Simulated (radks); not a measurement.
Kr3+, 33 electrons, occupied as [Ar] 3d10 4s2 4p2 6p1 (not the ground configuration).

Calculated with a radial shooting solver on a logarithmic mesh with Libxc functionals: scalar-relativistic Kohn-Sham, PBE, spin-polarised, spherical densities, finite nucleus; open shells are filled with parallel spins first; Fermi nuclear charge, rms radius 4.1884 fm.

Energy parts (Ry):
total: -5572.23914
kinetic: 5700.03062
electron-nucleus: -13320.27854
Hartree: 2237.85468
exchange-correlation: -189.84590

Orbitals (lengths in bohr, moments of r in powers of bohr; <r^-3> diverges for s and p1/2; r(max) is where P^2 peaks):
orbital  occ.  eigenvalue (Ry)  <r^-3>   <1/r>   r(max)       <r^4>
1s up       1        -1044.517       -   36.76  0.02708  0.00001386
1s down     1        -1044.501       -   36.76  0.02708  0.00001386
2s up       1        -140.8619       -   8.165   0.1542    0.002723
2s down     1        -140.8533       -   8.165   0.1542    0.002722
2p up       3        -124.9993    1496   7.985   0.1234    0.001969
2p down     3        -124.9845    1495   7.985   0.1234    0.001969
3s up       1        -23.18194       -   2.702   0.4668      0.1646
3s down     1        -23.16088       -   2.703   0.4668      0.1639
3p up       3        -18.12662   222.4   2.550   0.4629      0.1952
3p down     3        -18.10259   222.5   2.551   0.4630      0.1938
3d up       5         -9.75732   27.07   2.278   0.4107      0.2961
3d down     5         -9.72756   27.17   2.283   0.4107      0.2882
4s up       1         -5.07654       -  0.9317    1.288       7.937
4s down     1         -4.86756       -  0.9369    1.277       8.007
4p up       2         -3.87009   27.59  0.8238    1.421       12.77
4p down     0         -3.65888   27.69  0.8225    1.414       13.25
6p up       1         -0.83887   2.687  0.2109    6.610        2755

The highest occupied level is 6p up at -11.413 eV. The configuration is held as typed, so some empty levels lie below it. The density falls to 0.001 e/bohr^3 at r = 3.29 bohr. Spin moment in Bohr magnetons: 3.
